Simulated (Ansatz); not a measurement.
Basis-set series for CH4Cl2OSn, SMILES `C[O][SnH]([Cl])[Cl]`. Charge 0, multiplicity 1. Sn: def2 effective core potential. The geometry is a stationary point of PBE0-D4/def2-TZVP. It is one conformer, not always the lowest.

```
functional       basis  functions  energy (Eh)  HOMO (eV)  LUMO (eV)
   PBE0-D4    def2-SVP        110  -1249.71605      -8.25      -1.56
   PBE0-D4  def2-TZVPP        252  -1250.18589      -8.39      -1.75
   ωB97M-V    def2-SVP        110  -1249.99558     -10.61       0.59
   ωB97M-V  def2-TZVPP        252  -1250.46718     -10.79       0.28
```

(1) Give the rows for def2-QZVPP. (An estimate is asked.)

Answers

(1) Computed: 
```csv
functional,basis,functions,energy (Eh),HOMO (eV),LUMO (eV)
PBE0-D4,def2-QZVPP,456,-1250.22243,-8.42,-1.80
ωB97M-V,def2-QZVPP,456,-1250.50225,-10.83,0.15
```

Positive LUMOs are unbound and depend on the basis.
